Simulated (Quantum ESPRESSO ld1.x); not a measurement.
Values are calculated unless marked as measured or tabulated.
Q: Radial electron density D(r) = 4 pi r^2 rho(r) of an atom or ion with 68 electrons. Level of theory: scalar-relativistic Kohn-Sham, LDA (Slater exchange, Perdew-Zunger correlation), spin-polarised, spherical densities, point nucleus (ld1.x of Quantum ESPRESSO 7.5).

```
   r/bohr * D(r) (the largest magnitude, 125, reaches the edge; | marks zero)
0.0008467 | *
 0.001157 |  *
 0.001568 |    *
 0.002125 |       *
 0.002903 |           *
 0.003934 |                 *
 0.005332 |                        *
 0.007284 |                               *
 0.009871 |                                     *
  0.01338 |                                        *
  0.01828 |                                      *
  0.02477 |                                    *
  0.03357 |                                      *
  0.04586 |                                                *
  0.06216 |                                                      *
  0.08424 |                                               *
   0.1151 |                                         *
    0.156 |                                               *
   0.2114 |                                           *
   0.2888 |                        *
   0.3914 |                        *
   0.5347 |                         *
   0.7246 |              *
   0.9821 |       *
    1.342 |    *
    1.818 | *
    2.464 |*
    3.367 *
    4.563 *
    6.184 *
    8.448 *
```

What is the nuclear charge?

A: Z = 69. The innermost maximum, from 1s, lies near gamma/Z bohr with gamma = sqrt(1 - (Z/c)^2) = 0.864, here 0.0125 bohr (found: 0.0137), and its height grows with Z. The density is that of the thulium ion Tm+ in [Xe] 4f(up 6.5, down 6.5) 6s(up 1, down 0); the configuration itself is not fixed sharply by these data, and Z only to a few units. D(r) has 4 maxima, at r = 0.0137, 0.0617, 0.172, 0.467 bohr, and minima at 0.0262, 0.112, 0.331 bohr, inside which lie 1.91, 11.13, 29.69 electrons.
